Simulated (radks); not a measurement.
Values are calculated unless marked as measured or tabulated.
Task: The mean radii <r> (bohr) of the occupied orbitals of an atom or ion are listed with their occupations. Code: a radial shooting solver on a logarithmic mesh with Libxc functionals. Model: scalar-relativistic Kohn-Sham, LDA (Slater exchange, Perdew-Wang correlation), spin-polarised, spherical densities, finite nucleus; Fermi nuclear charge, rms radius of each element as measured or else 0.836 A^(1/3) + 0.57 fm.

orbital  occ.      <r>
1s up       1  0.01775
1s down     1  0.01775
2s up       1  0.07495
2s down     1  0.07495
2p up       3  0.06729
2p down     3  0.06729
3s up       1   0.1941
3s down     1   0.1941
3p up       3   0.1947
3p down     3   0.1946
3d up       5   0.1763
3d down     5   0.1763
4s up       1   0.4321
4s down     1   0.4321
4p up       3   0.4597
4p down     3   0.4597
4d up       5   0.4894
4d down     5   0.4891
5s up       1    1.002
5s down     1   0.9965
4f up       7   0.5567
4f down     7   0.5536
5p up       3    1.155
5p down     3    1.147
5d up       4    1.572
6s up       1    2.378

Name the element and its charge. Open shells, if any, are filled with parallel spins first.

Result: Z = 76, osmium, charge +3: Os3+ in [Xe] 4f14 5d4 6s1. The 1s radius gives Z: for a bare nucleus <r> = (2 gamma + 1)/(2Z) with gamma = sqrt(1 - (Z/c)^2), 0.01753 bohr for Z = 76, and screening makes it slightly larger (0.01775 here). The occupations add up to 73, and the charge is Z minus that.
